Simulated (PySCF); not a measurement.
TlSn and its ions

PBE; Tl def2-SVP with ECP60, Sn def2-SVP with ECP28; scalar-relativistic core potentials (PySCF 2.14). Neutral (UKS): quartet (σ ↑, π ↑↑), Re = 2.945 Å, ωe = 118 cm⁻¹, De = 2.08 eV, HOMO -4.17 eV, LUMO -3.21 eV.

TlSn⁺ (UKS): triplet (σ ↑, π ↑), Re = 3.384 Å, ωe = 67.8 cm⁻¹. The energies at the minima are -386.85029 hartree for TlSn and -386.61016 for TlSn⁺.

(1) Work out the adiabatic ionisation energy, without and with harmonic zero-point energies (1 hartree = 27.2114 eV, 1 eV = 8065.5 cm⁻¹), and the change of the bond length.

Spin–orbit coupling is left out, which matters for elements this heavy, above all for dissociation energies. States were picked by a PBE0 search and need not be the measured ground states.

Results:

(1) At PBE: 0.24013 hartree = 6.534 eV between the minima; the zero-point term (67.8 − 118.0)/2 cm⁻¹ = -0.003 eV makes it 6.531 eV. Re changes by +43.9 pm against the neutral. The electron leaves a π orbital, and the ion is left as a loose complex of an ion and an atom.
